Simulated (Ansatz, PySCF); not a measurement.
AgI, SMILES [Ag][I], multiplicity 1. Atoms are numbered in the order given.

```xyz
2

Ag     0.0000     0.0000    -1.3735
I      0.0000     0.0000     1.2194
```

Coordinates come from a B3LYP-D3(BJ)/def2-TZVP optimisation. The spin state was assumed, not searched. The def2 effective core potentials stand for the cores of Ag, I; spin–orbit coupling is left out.

Two levels are set side by side: PBE-D3(BJ)/def2-TZVP (Ansatz, an electronic-structure program) and B3LYP-D3(BJ)/def2-TZVP (Ansatz). Each level has its own optimised geometry; the coordinates shown are those of the second. Frequencies come from the Hessian of PySCF at each geometry. Differences are taken from unrounded values.

```csv
quantity,B3LYP-D3(BJ)
bond Ag1–I2 (Å),2.593
highest harmonic wavenumber (cm⁻¹),192
mean harmonic wavenumber (cm⁻¹),192
zero-point energy (kcal/mol),0.27
```

Question: What does PBE-D3(BJ) give, and how far is it from B3LYP-D3(BJ)? (The exact figures need the calculation; the answer reports its results.)

Answer: 
```tsv
quantity	PBE-D3(BJ)	PBE-D3(BJ) minus B3LYP-D3(BJ)
bond Ag1–I2 (Å)	2.567	-0.026
highest harmonic wavenumber (cm⁻¹)	196	4
mean harmonic wavenumber (cm⁻¹)	196	4
zero-point energy (kcal/mol)	0.28	0.01
```
